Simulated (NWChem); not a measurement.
C3H3FO2; SMILES FC1=COCO1

```xyz
9

F      0.0046    -2.0235     0.0000
C      0.0958    -0.7243     0.0000
C      1.1447     0.0934     0.0000
O      0.6877     1.3962     0.0000
C     -0.7215     1.3175     0.0000
O     -1.0800    -0.0574     0.0000
H      2.2140    -0.0866     0.0000
H     -1.1335     1.8031     0.9050
H     -1.1335     1.8031    -0.9050
```
Atoms are numbered in this order, from 1.

This is a stationary point of PBE0/def2-SVP (NWChem), point group Cs. 

Is it a minimum? If not, what does it relax to?

No. It has an imaginary frequency of 162i cm⁻¹. Following that mode (on a finer grid) lowers the energy by 0.8 kcal/mol and ends, with real frequencies alone, at point group C1:
```xyz
9

F     -0.0129    -2.0062     0.0652
C      0.0792    -0.7088     0.0070
C      1.1300     0.1109     0.0466
O      0.6694     1.4025    -0.1474
C     -0.7081     1.3026     0.0984
O     -1.0813    -0.0386    -0.1781
H      2.1967    -0.0677     0.1273
H     -0.9218     1.5144     1.1699
H     -1.2660     1.9854    -0.5565
```
